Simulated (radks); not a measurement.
Results of a calculation; reference values are marked as such.
Task: Ionisation of the tungsten ion W+, [Xe] 4f14 5d4 6s1, to [Xe] 4f14 5d4 as the strength of local exchange is varied. Code: a radial shooting solver on a logarithmic mesh with Libxc functionals. Model: Dirac Kohn-Sham, Slater X-alpha exchange (alpha = 2/3 is LDA exchange), no correlation, spin-unpolarised, spherical densities, finite nucleus; open shells fill j = l - 1/2 first; Fermi nuclear charge, rms radius 5.3658 fm.

| alpha | E(W+) (hartree) | exchange (hartree) | IE (eV) | -e of the level emptied (eV) | <r> of it (bohr) |
|---|---|---|---|---|---|
| 0.615 | -16122.1950 | -283.3613 | 14.460 | 10.957 (6s1/2) | 3.029 |
| 0.667 | -16146.1732 | -307.8126 | 14.827 | 11.308 (6s1/2) | 2.998 |
| 0.749 | -16184.0629 | -346.5253 | 15.415 | 11.876 (6s1/2) | 2.950 |
| 0.78 | -16198.4119 | -361.2100 | 15.640 | 12.094 (6s1/2) | 2.932 |
| 0.869 | -16239.6829 | -403.5195 | 16.295 | 12.732 (6s1/2) | 2.882 |
| 1.041 | -16319.7600 | -485.9165 | 17.597 | 14.013 (6s1/2) | 2.789 |
| ? | -16265.2435 | -429.7771 | 16.706 | 13.135 (6s1/2) | 2.852 |

Which alpha was used in the last row?

Result: alpha = 0.924. NIST Atomic Spectra Database: 16.4 +/- 0.15 eV (semi-empirical). The Delta-SCF value meets it near alpha = 0.88. Spin polarisation and multiplet splitting are left out, so open shells lie too high by an amount that depends on their filling.

Beside tabulated values, note that spin-unpolarised runs miss the spin-polarisation part of the exchange energy of open shells.
